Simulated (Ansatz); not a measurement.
`[CH3][Al]([SiH3])[O][SiH3]` + `[OH][GeH2][SiH3]` → `[CH3][Al]([SiH3])[SiH3]` + `[OH][GeH2][O][SiH3]`  (redistribution)

Program: Ansatz. Geometries: PBE0-D4/def2-TZVP. ΔE: electronic, gas phase. CCSD(T)/CBS adds triple-zeta CCSD(T) − MP2 to the extrapolated MP2 energy (def2 sets, frozen cores). Functionals use def2-TZVPP. B3LYP here is the variant with VWN-RPA as its local correlation; programs differ in this. For Ge outer-core shells are correlated without core-valence functions, which leaves a few kJ/mol of doubt a bond. Scalar relativity is left out up to krypton. One conformer a species, not always the lowest.

Is it downhill or uphill in electronic energy at CCSD(T)/CBS, and by how much? (An estimate is asked.)

Computed: Uphill: ΔE = +113.6 kJ/mol.

What do these levels give: PBE-D4, r2SCAN-D4, ωB97M-V, PBE, r2SCAN, PBE0, B3LYP, HF/def2-TZVPP, MP2/def2-TZVPP, CCSD/def2-TZVPP, SCS-MP2/def2-QZVPP, CCSD/CBS(def2)? (Best estimate.)

Computed: PBE-D4 108.8, r2SCAN-D4 115.1, ωB97M-V 116.7, PBE 109.1, r2SCAN 115.1, PBE0 109.7, B3LYP 119.1, HF/def2-TZVPP 111.2, MP2/def2-TZVPP 113.9, CCSD/def2-TZVPP 110.7, SCS-MP2/def2-QZVPP 114.5, CCSD/CBS(def2) 115.1 kJ/mol.

Largest T1 diagnostic among the species: 0.013.
